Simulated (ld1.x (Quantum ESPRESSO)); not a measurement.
The numbers below are computed, except where a source is named.
**Hardness and transferability of assorted potentials**

Generated with ld1.x 7.5 (TM, RRKJ, ultrasoft, PAW), atompaw 4.2 or ONCVPSP 4.0.1. The cutoff is in Ry: for ld1.x and atompaw files where the sum of valence levels is converged to 10 mRy in a Bessel basis, for ONCV files where the hardest occupied wave has 1 mHa per electron of residual kinetic energy. The error is the largest all-electron minus pseudo excitation energy over each file’s own four to seven test configurations (ionisations up to +4, promotions, holes and added fractions of an electron), all of which were solved. The labels leave out finer settings (local radius, basis sizes, second energies), which also bear on the numbers. Spin-polarised tests are not counted. The rows are a selection from randomly drawn settings: files with unsolved tests, undetermined cutoffs or missed reference levels are left out.

```csv
element,potential,cutoff (Ry),largest error (meV),bound ghosts
Al,"PAW, PBEsol, scalar-relativistic, rc 1.00/1.10/1.15 (spd), local smoothed, core correction yes, reference 2s2 2p6 3s2 3p0.5",100,+110,none
S,"TM, Wu–Cohen, non-relativistic, rc 1.15/1.50/1.15 (spd), local p, core correction no, reference 3s2 3p3",55,+233,none
Mn,"TM, LDA (PZ), scalar-relativistic, rc 1.15/1.30/1.20 (spd), local smoothed, core correction yes, reference 3s2 3p6 3d5 4s0 4p0",140,+102,none
Hg,"TM, LDA (PZ), fully relativistic, rc 1.65/2.45/2.15/2.00 (spdf), local s, core correction yes, reference 5d10 6s1.75 6p0",45,-120,none
Bi,"TM, PBE, scalar-relativistic, rc 2.00/2.50/1.04 (spd), local s, core correction yes, reference 5d10 6s2 6p3",90,-71,none
```

Task: Fill in the row for Sm: TM, PBE, scalar-relativistic, rc 2.50/4.20/2.55 (spd), local smoothed, core correction yes, reference 5d1 6s1.75 6p0.

Result: cutoff 15 Ry, largest error -87 meV, bound ghosts: none.

Task: Fill in the row for Li: TM semilocal, PBE, non-relativistic, rc 3.30/4.20 (sp), local s, core correction yes, reference 2s1 2p0.

Result: cutoff 6 Ry, largest error -10 meV, bound ghosts: none.
